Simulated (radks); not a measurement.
Results of a calculation; reference values are marked as such.
All-electron atom: Ta LXIX in [He] 2s2 2p1.

Code: a radial shooting solver on a logarithmic mesh with Libxc functionals. Model: scalar-relativistic Kohn-Sham, LDA (Slater exchange, VWN5 correlation), spin-polarised, spherical densities, finite nucleus; open shells are filled with parallel spins first (spin-orbit coupling, left out, can overturn this in heavy ions); Fermi nuclear charge, rms radius 5.3507 fm.

Energy parts (hartree):
part                       energy
total                  -7739.8008
kinetic                 8978.6886
electron-nucleus      -16911.1368
Hartree                  261.9081
exchange-correlation     -69.2607

Orbitals (lengths in bohr, moments of r in powers of bohr):
| orbital | occ. | eigenvalue (hartree) | <1/r> |
|---|---|---|---|
| 1s up | 1 | -2762.487 | 85.52 |
| 1s down | 1 | -2761.602 | 85.54 |
| 2s up | 1 | -674.8077 | 20.85 |
| 2s down | 1 | -673.3391 | 20.83 |
| 2p up | 1 | -628.5551 | 18.94 |
| 2p down | 0 | -626.8302 | 18.92 |
| 3s up | 0 | -287.6256 | 8.800 |
| 3s down | 0 | -287.2204 | 8.788 |
| 3p up | 0 | -273.9416 | 8.242 |
| 3p down | 0 | -273.4888 | 8.231 |

The highest occupied level is 2p up at -17103.9 eV. The density falls to 0.001 e/bohr^3 at r = 0.30 bohr. The electron density at the nucleus is 1.363e+06 e/bohr^3 (large components only).
